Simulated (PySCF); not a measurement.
Continuum solvent and chemical shifts

Mapped SMILES: `[CH3:1][CH:2]([CH3:3])[C:4]#[C:5][c:6]1[n:7][cH:8][n:9][cH:10][n:11]1` (H(Xn): hydrogen on atom n).

GIAO PBE0/pcSseg-1 in PySCF 2.14.0 with density-fitted response routines on one PBE0-D3(BJ)/def2-SVP conformer, non-relativistic, equivalent nuclei averaged. Solvents enter as an IEF-PCM continuum (chloroform with ε = 4.7, acetone with ε = 20.5) around the gas-phase geometry. Shifts are referred to TMS computed in the same medium.

In chloroform, δ in ppm: C8/C10 174.1, C6 165.9, C4 113.3, C5 84.8, C2 24.3, C1/C3 23.8, H(C8)/H(C10) 9.19, H(C2) 2.91, H(C1)/H(C3) 1.37. Dipole moment 2.47 D.

(1) How does each δ change in the more polar medium?

(2) Which nuclei move most (in ppm), and what does the model miss?

## Answers

(1) 
```json
{"atoms": "C8/C10", "environment": "aromatic CH between two ring heteroatoms", "Δδ, acetone": "+0.6"}
{"atoms": "C6", "environment": "substituted aromatic carbon next to a ring nitrogen", "Δδ, acetone": "+0.2"}
{"atoms": "C4", "environment": "alkyne carbon", "Δδ, acetone": "+1.2"}
{"atoms": "C5", "environment": "alkyne carbon", "Δδ, acetone": "-0.2"}
{"atoms": "C2", "environment": "propargylic sp3 CH", "Δδ, acetone": "+0.2"}
{"atoms": "C1/C3", "environment": "methyl carbon", "Δδ, acetone": "0.0"}
{"atoms": "H(C8)/H(C10)", "environment": "hydrogen on an aromatic CH between two ring heteroatoms", "Δδ, acetone": "+0.03"}
{"atoms": "H(C2)", "environment": "hydrogen on a propargylic sp3 CH", "Δδ, acetone": "+0.07"}
{"atoms": "H(C1)/H(C3)", "environment": "hydrogen on a methyl carbon", "Δδ, acetone": "+0.01"}
```

Changes are relative to chloroform. The dipole moment becomes 2.57 D in acetone.

(2) C4 (alkyne carbon, +1.2 ppm) in acetone. A continuum only polarises the solute; specific hydrogen bonds, the anisotropy of aromatic solvents and changes of geometry or conformer are outside it.
